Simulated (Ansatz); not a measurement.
`[Cl][Sn]([Cl])([Br])[Br]` and `[Cl][SnH]([Cl])[Br]` differ in one atom or group.

Ansatz, PBE0-D4/def2-TZVP geometries, multiplicity 1. 

Elements past krypton have def2 core potentials. Scalar relativity is left out up to krypton. Spin–orbit coupling is left out; it splits and shifts lone-pair levels of the heavy atoms by tenths of an eV.

```
                                      property  `[Cl][Sn]([Cl])([Br])[Br]`
           HOMO energy (B3LYP/def2-TZVPP) / eV                       -8.81
         LUMO energy (ωB97M-V/def2-TZVPP) / eV                       -1.35
zero-point energy (PBE0-D4/def2-TZVP) / kJ/mol                        10.7
             HOMO energy (PBE/def2-TZVPP) / eV                       -7.78
           LUMO energy (B3LYP/def2-TZVPP) / eV                       -3.60
             LUMO energy (PBE/def2-TZVPP) / eV                       -4.15
```

Q: Give the same properties after the change, and the shifts. (Estimate.)

A: Computed: 
```
                                      property  `[Cl][SnH]([Cl])[Br]`  shift
           HOMO energy (B3LYP/def2-TZVPP) / eV                  -8.69   0.12
         LUMO energy (ωB97M-V/def2-TZVPP) / eV                  -0.39   0.96
zero-point energy (PBE0-D4/def2-TZVP) / kJ/mol                   26.6   15.9
             HOMO energy (PBE/def2-TZVPP) / eV                  -7.65   0.13
           LUMO energy (B3LYP/def2-TZVPP) / eV                  -2.69   0.91
             LUMO energy (PBE/def2-TZVPP) / eV                  -3.28   0.87
```

With PBE0 the HOMO rises by 0.13 eV and the LUMO rises by 0.94 eV, so the gap widens by about 0.81 eV. PBE moves the HOMO by 0.13 eV and ωB97M-V by 0.12 eV.

B3LYP here is the variant with VWN-RPA as its local correlation; programs differ in this.
